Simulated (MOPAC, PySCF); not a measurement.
C4H5BS2, SMILES `Bc1cscc1S`, neutral singlet in the gas phase. 

Cartesian coordinates (Å):
```xyz
12

B      1.7361    -0.6238     0.0102
C      0.2298    -0.3896     0.0537
C     -0.6486    -1.4417     0.2824
S     -2.2777    -0.9709     0.2916
C     -1.8659     0.6753    -0.0128
C     -0.5102     0.8456    -0.1167
S      0.1929     2.4257    -0.4258
H      2.5248     0.2742    -0.1873
H      2.1678    -1.7402     0.1775
H     -0.3753    -2.4843     0.4459
H     -2.6470     1.4294    -0.0985
H      1.4732     2.0001    -0.4202
```
Charge 0, multiplicity 1.

All levels are single points at this geometry (PBE0-D4/def2-SVP); Pople sets use spherical d functions. Orbital energies aren't observables, and empty levels follow the basis.

```
level                            HOMO (eV)  LUMO (eV)  gap (eV)  dipole (D)  vertical IE, Delta-SCF (eV)
-------------------------------  ---------  ---------  --------  ----------  ---------------------------
B3LYP-D3(BJ)/def2-TZVP in PySCF      -6.17      -2.25      3.91        1.21                         8.18
PBE0-D4/def2-TZVP in PySCF           -6.39      -2.09      4.29        1.19                         8.23
B3LYP/3-21G in PySCF                 -6.11      -2.07      4.04        1.35                            –
B3LYP/6-311+G** in PySCF             -6.20      -2.29      3.91        1.24                            –
B3LYP/LANL2DZ in PySCF               -6.20      -2.23      3.97        1.21                            –
BP86/6-31G* in PySCF                 -5.28      -2.75      2.53        1.31                            –
M06-2X/6-31G* in PySCF               -7.27      -0.92      6.35        1.26                            –
PBE/6-31G* in PySCF                  -5.19      -2.67      2.52        1.30                         7.97
SVWN5/6-31G* in PySCF                -5.31      -2.90      2.41        1.34                         8.14
HF/3-21G in PySCF                    -8.68       1.57     10.25        1.48                            –
HF/STO-3G in PySCF                   -5.93       5.46     11.39        1.21                            –
PM3 in MOPAC                         -8.90      -1.16      7.74        1.54                            –
PM6 in MOPAC                         -8.64      -1.02      7.62        1.45                            –
```
